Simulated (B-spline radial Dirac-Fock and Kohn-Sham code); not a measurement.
Two-hole binding energies of Zr⁵⁺

System: zirconium as Zr⁵⁺ in the configuration [Ar] 3d10 4s2 4p5.

Model: Dirac-Fock energy differences between relaxed states, corrected for Breit and QED terms. Program: a radial atomic solver. U is the two-hole binding energy less the two single-hole energies, the effective repulsion of the holes after relaxation. Each two-hole energy is an average over J within one jj subconfiguration.

| holes | E(a) (eV) | E(b) (eV) | E(ab) (eV) | U (eV) |
| --- | --- | --- | --- | --- |
| 1s⁻¹ 2p1/2⁻¹ | 18074.6 | 2385.5 | 20632.1 | 171.9 |
| 1s⁻¹ 3p1/2⁻¹ | 18074.6 | 423.3 | 18552.2 | 54.3 |
| 1s⁻¹ 3d3/2⁻¹ | 18074.6 | 257.7 | ? | ? |
| 1s⁻¹ 3d5/2⁻¹ | 18074.6 | 255.3 | 18377.0 | 47.1 |
| 2s⁻² | 2615.2 | 2615.2 | 5334.4 | 104.1 |
| 2s⁻¹ 2p1/2⁻¹ | 2615.2 | 2385.5 | 5097.3 | 96.6 |
| 2p1/2⁻² | 2385.5 | 2385.5 | 4897.3 | 126.3 |
| 2s⁻¹ 3p1/2⁻¹ | 2615.2 | 423.3 | 3086.2 | 47.8 |
| 2s⁻¹ 3d3/2⁻¹ | 2615.2 | 257.7 | 2921.4 | 48.6 |
| 2s⁻¹ 3d5/2⁻¹ | 2615.2 | 255.3 | 2918.7 | 48.3 |
| 2p1/2⁻¹ 3d3/2⁻¹ | 2385.5 | 257.7 | 2690.5 | 47.3 |
| 2p1/2⁻¹ 3d5/2⁻¹ | 2385.5 | 255.3 | 2689.8 | 49.0 |
| 3d3/2⁻¹ 3d5/2⁻¹ | 257.7 | 255.3 | 553.6 | 40.6 |
| 3d5/2⁻² | 255.3 | 255.3 | 550.7 | 40.1 |

Problem. Give the missing two-hole energy and U.

Solution. E(ab) = 18379.8 eV and U = 47.5 eV.

Run: 54 s of CPU time on 1 thread of Neoverse-N1 (shared host), peak memory 0.42 GiB.

Values without a named source are computed, but for edge energies of neutral atoms, which are taken from tables.
